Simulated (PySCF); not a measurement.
**SMILES [SiH3]C(=C=CC#N)C#N, C5H4N2Si**

Geometry:
| atom | x (Å) | y (Å) | z (Å) |
| --- | --- | --- | --- |
| N1 | 3.792 | -0.320 | -0.925 |
| C2 | 2.880 | -0.253 | -0.213 |
| C3 | 1.773 | -0.182 | 0.686 |
| C4 | 0.537 | 0.011 | 0.280 |
| C5 | -0.705 | 0.144 | -0.121 |
| Si6 | -1.728 | -1.414 | -0.539 |
| C7 | -1.321 | 1.425 | -0.267 |
| N8 | -1.882 | 2.431 | -0.402 |
| H9 | 1.982 | -0.291 | 1.758 |
| H10 | -2.951 | -1.406 | 0.311 |
| H11 | -2.095 | -1.358 | -1.980 |
| H12 | -0.862 | -2.586 | -0.239 |

Level of theory: quadratic response CAM-B3LYP/aug-cc-pVDZ first hyperpolarisability, Taylor convention, gas phase in PySCF. Geometry: PBE0-D3(BJ)/def2-SVP.

(1) Give the tensor of the static β(0;0,0) in the axes of these coordinates.

Answers

(1) In au, Taylor convention; rows are the first index (the induced dipole):
```
      xx     yy     zz     xy    xz     yz
x  -23.0  +45.1   +2.7  +18.6  +3.0   -1.0
y  +18.6  +30.1  +19.7  +45.1  -1.0   -0.4
z   +3.0   -0.4   +1.7   -1.0  +2.7  +19.7
```
Norm of βᵢ = ⅓ Σⱼ (βᵢⱼⱼ + βⱼᵢⱼ + βⱼⱼᵢ): 72.8 au, hyper-Rayleigh value 36.6 au.
